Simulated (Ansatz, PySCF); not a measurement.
This Ansatz (a program for electronic structure) input computes a CCSD(T)/cc-pVDZ energy:

Ansatz 0.2 input:
```yaml
crystal:
  periodic: [false, false, false]
  atoms:
    - {symbol: F, position_ang: [1.38852708, 1.07823850, 0.16063727]}
    - {symbol: C, position_ang: [0.64654458, -0.03593741, 0.05689509]}
    - {symbol: C, position_ang: [-0.66035754, 0.02163958, -0.05861195]}
    - {symbol: F, position_ang: [-1.51423375, -0.96205630, -0.16806563]}
    - {symbol: H, position_ang: [1.21423778, -0.95985283, 0.07715640]}
basis:
  gaussian:
    orbitals: cc-pVDZ
magnetization: {spin_polarized: true, initial_magnetization: 1}
correlation: {method: ccsd_t, electrons: outside_noble_gas}
```

Q: Write an input for the same energy in PySCF and say what it gives.

A: 
```python
from pyscf import gto, scf, mp, cc as ccmod

mol = gto.M(
    atom='''
    F     1.38852708    1.07823850    0.16063727
    C     0.64654458   -0.03593741    0.05689509
    C    -0.66035754    0.02163958   -0.05861195
    F    -1.51423375   -0.96205630   -0.16806563
    H     1.21423778   -0.95985283    0.07715640
    ''',
    basis='cc-pvdz',
    charge=0,
    spin=1,
    verbose=4,
)

mf = scf.UHF(mol)
mf.conv_tol = 1e-10
mf.max_cycle = 100
mf.kernel()
mo, _, stable, _ = mf.stability(return_status=True)
if not stable:
    mf.kernel(mf.make_rdm1(mo, mf.mo_occ))
mp2 = mp.MP2(mf, frozen=4).run()
cc = ccmod.CCSD(mf, frozen=4)
cc.max_cycle = 100
cc.kernel()
et = cc.ccsd_t()
print(f'E(CCSD(T)) = {cc.e_tot + et:.9f}')
```
It gives -275.72482 Eh, and Ansatz -275.72481 Eh, a difference of 0.01 mEh.

It need not be the lowest isomer of its formula.
